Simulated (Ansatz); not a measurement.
Geometry optimisation, RKS B3LYP/STO-3G (Ansatz).

Input file:

```yaml
crystal:
  periodic: [false, false, false]
  atoms:
    - { symbol: C, position_ang: [-1.9884, -0.7935, 0.8183] }
    - { symbol: O, position_ang: [-0.7548, -1.066, 1.2781] }
    - { symbol: Si, position_ang: [0.3255, -1.0183, -0.0642] }
    - { symbol: C, position_ang: [1.8714, -2.1382, 0.3152] }
    - { symbol: Al, position_ang: [1.177, 1.1689, -0.359] }
    - { symbol: Si, position_ang: [-0.3092, 2.944, -0.8862] }
    - { symbol: H, position_ang: [-2.3711, -1.5048, 0.0798] }
    - { symbol: H, position_ang: [-2.0344, 0.2907, 0.3616] }
    - { symbol: H, position_ang: [-2.7342, -0.7441, 1.7079] }
    - { symbol: H, position_ang: [-0.2871, -1.4687, -1.2698] }
    - { symbol: H, position_ang: [2.5059, -2.1193, -0.5046] }
    - { symbol: H, position_ang: [1.4465, -3.1777, 0.4712] }
    - { symbol: H, position_ang: [2.254, -1.7853, 1.2313] }
    - { symbol: H, position_ang: [2.7101, 1.4831, -0.1624] }
    - { symbol: H, position_ang: [0.0921, 3.5102, -2.1628] }
    - { symbol: H, position_ang: [-1.6709, 2.4384, -0.9832] }
    - { symbol: H, position_ang: [-0.2513, 3.9803, 0.169] }
basis:
  gaussian: { orbitals: STO-3G }
hamiltonian:
  xc: b3lyp
relax:
  f_tol: 0.015
  max_steps: 40
```

Launched with:

```bash
$ ansatz run input.yaml --threads 1 --pin off --max-ram 2048MiB --backend cpu --events-out ev --progress --plain --runs-dir out
```

**Question.** Where does it end, and by what steps?

**Answer.** It converged. The force dipped under the threshold on the way, but the program's further checks kept it going. Limits of this set-up: minimal basis. After 9 steps the energy has fallen by 1.042 eV; H7 moved furthest, 0.45 Å.

```
step  energy less start (eV)  largest force component (eV/Å)  accepted
   0                  0.0000                           5.650       yes
   1                 -0.8677                           1.842       yes
   2                 -1.0162                           0.824       yes
   3                 -1.0335                           0.261       yes
   4                 -1.0380                           0.064       yes
   5                 -1.0399                           0.100       yes
   6                 -1.0411                           0.072       yes
   7                 -1.0418                           0.012       yes
   8                 -1.0419                           0.024       yes
   9                 -1.0420                           0.010       yes
```

```xyz
17
Properties=species:S:1:pos:R:3
C -2.015 -0.693 0.833
O -0.729 -1.289 1.175
Si 0.435 -1.028 -0.102
C 1.842 -2.189 0.381
Al 1.101 1.182 -0.399
Si -0.330 2.921 -0.895
H -2.463 -1.099 -0.104
H -1.985 0.417 0.721
H -2.720 -0.917 1.660
H -0.145 -1.569 -1.328
H 2.617 -2.217 -0.397
H 1.480 -3.215 0.522
H 2.327 -1.880 1.316
H 2.570 1.498 -0.288
H 0.008 3.565 -2.148
H -1.722 2.545 -1.013
H -0.290 3.968 0.105
```

Whether the end is a true minimum wasn't checked by a vibrational analysis.

The run took 56 s on 1 thread of Arm Neoverse V1 (shared host), peak memory 0.16 GiB.
